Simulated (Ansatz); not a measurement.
Isolated molecules relaxed with PBE0-D4/def2-TZVP in Ansatz; ΔE leaves out vibrations. CCSD(T)/CBS is the MP2 limit (def2-TZVPP, def2-QZVPP) plus CCSD(T) − MP2 in def2-TZVPP, frozen cores. This one scheme is used for every species. DFT in def2-TZVPP. B3LYP here is the variant with VWN-RPA as its local correlation; programs differ in this. For Ga outer-core shells are correlated without core-valence functions, which leaves a few kJ/mol of doubt a bond. Scalar relativity is left out up to krypton. One conformer a species, not always the lowest.

Consider the adduct formation: NH₃ + `[F][Ga]([F])[F]` → `[NH3+][Ga-]([F])([F])[F]`.

CCSD(T)/CBS gives -1.77 eV.

Problem. Another level gave -1.74 eV. Which?
A. B3LYP-D4/def2-TZVPP
B. B2PLYP/def2-TZVPP
C. r2SCANh-D4/def2-TZVPP
D. ωB97X-V/def2-TZVPP

Solution. D. ωB97X-V -1.74, B2PLYP -1.65, r2SCANh-D4 -1.80, B3LYP-D4 -1.69 eV.

Largest T1 diagnostic among the species: 0.015.

At CCSD(T), def2-SVP lies −0.12 eV from the extrapolated value and def2-TZVPP +0.04 eV. Leaving LDA and LC-ωPBE aside and taking each functional with its dispersion term where it has one, the values, not all of them listed here, spread over 0.26 eV, from r2SCAN0-D4 to BLYP-D4. LDA lies −0.39 eV from PBE without D4.
